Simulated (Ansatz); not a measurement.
Geometry optimisation, Ansatz, RKS PBE0-D4/def2-SVP.

input.yaml

```yaml
crystal:
  periodic: [false, false, false]
  atoms:
    - { symbol: S, position_ang: [-1.5258, -1.4359, -0.8884] }
    - { symbol: B, position_ang: [-0.1289, -0.2323, -0.6019] }
    - { symbol: Sb, position_ang: [0.64562, 0.93572, -2.31247] }
    - { symbol: H, position_ang: [-2.4345, -0.3641, -0.6308] }
    - { symbol: H, position_ang: [0.31829, -0.07804, 0.49402] }
    - { symbol: H, position_ang: [2.33109, 0.64107, -1.84411] }
    - { symbol: H, position_ang: [0.5778, 2.4801, -1.37109] }
basis:
  gaussian: { orbitals: def2-SVP }
hamiltonian:
  xc: pbe0
  dispersion: d4
relax:
  f_tol: 0.015
  max_steps: 40
output:
  orbitals: {}
```

Launched with:

```bash
$ ansatz run input.yaml --threads 1 --pin off --max-ram 2048MiB --backend cpu --events-out ev --progress --plain --runs-dir out
```

Where does it end, and by what steps?

The run converged. After 22 steps the energy has fallen by 1.264 eV; H5 moved furthest, 1.29 Å.

| step | energy less start (eV) | largest force component (eV/Å) | accepted |
| --- | --- | --- | --- |
| 0 | 0.0000 | 1.195 | yes |
| 1 | -0.0926 | 1.027 | yes |
| 2 | -0.1685 | 0.272 | yes |
| 3 | -0.2538 | 0.414 | yes |
| 4 | -0.4542 | 1.491 | yes |
| 5 | -0.6741 | 2.403 | yes |
| 6 | -0.9462 | 1.750 | yes |
| 7 | -1.1383 | 0.526 | yes |
| 8 | -1.1808 | 0.196 | yes |
| 9 | -1.1921 | 0.127 | yes |
| 10 | -1.1952 | 0.318 | yes |
| 11 | -1.2064 | 0.155 | yes |
| 12 | -1.2231 | 0.108 | yes |
| 13 | -1.2361 | 0.285 | yes |
| 14 | -1.2434 | 0.222 | yes |
| 15 | -1.2583 | 0.153 | yes |
| 16 | -1.2310 | 0.244 | no |
| 17 | -1.2602 | 0.050 | yes |
| 18 | -1.2603 | 0.107 | yes |
| 19 | -1.2631 | 0.031 | yes |
| 20 | -1.2634 | 0.027 | yes |
| 21 | -1.2635 | 0.019 | yes |
| 22 | -1.2635 | 0.005 | yes |

```xyz
7
Properties=species:S:1:pos:R:3
S -1.660 -0.637 -0.136
B 0.054 -0.509 -0.553
Sb 0.939 0.665 -2.238
H -2.189 0.259 -1.002
H 0.769 -1.227 0.104
H 2.065 1.448 -1.212
H -0.195 1.947 -2.116
```

Whether the end is a true minimum wasn't checked by a vibrational analysis.

Run time: 87 s on 1 thread of Arm Neoverse V1, with other jobs on the host, peak memory 0.16 GiB.
